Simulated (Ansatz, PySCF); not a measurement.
F2HOS, SMILES [OH+]=S(F)F, charge +1. Atoms are numbered in the order given.

```xyz
5

O      1.4165     0.1661     0.0000
S      0.0097    -0.4638     0.0000
F     -0.7235     0.2745    -1.1688
F     -0.7235     0.2745     1.1688
H      1.5349     1.1501     0.0000
```
Charge +1, spin multiplicity 1.

Geometry: B3LYP-D3(BJ)/def2-SVP. The isomer is the one that the SMILES or the coordinates give; other isomers of the formula were not compared.

Vertical ionisation energy (IE) and electron affinity (EA) in eV. Rows of orbital energies are one-electron estimates. Where ΔSCF, EOM or ADC give a negative EA the extra electron is unbound and the value depends on the basis.

| level | IE | EA |
|---|---|---|
| −ε(HOMO), −ε(LUMO), B3LYP/def2-TZVPD (PySCF) | 18.20 | 8.92 |
| −ε(HOMO), −ε(LUMO), PBE/def2-TZVPD (PySCF) | 16.74 | 9.68 |
| ΔSCF, ωB97X-V/def2-SVPD (Ansatz), final states of multiplicity 2 and 2 | 21.54 | 5.99 |
| ΔSCF, PBE/def2-SVPD (Ansatz), final states of multiplicity 2 and 2 | 20.93 | 5.93 |

Task: What vertical singlet–triplet gap does ΔSCF give with ωB97X-V/def2-SVPD (Ansatz, a program for electronic structure) and with PBE/def2-SVPD (Ansatz)? (An estimate is asked for; the answer gives what the named calculation found.)

Result: 6.75 and 6.43 eV (triplet above singlet where positive).
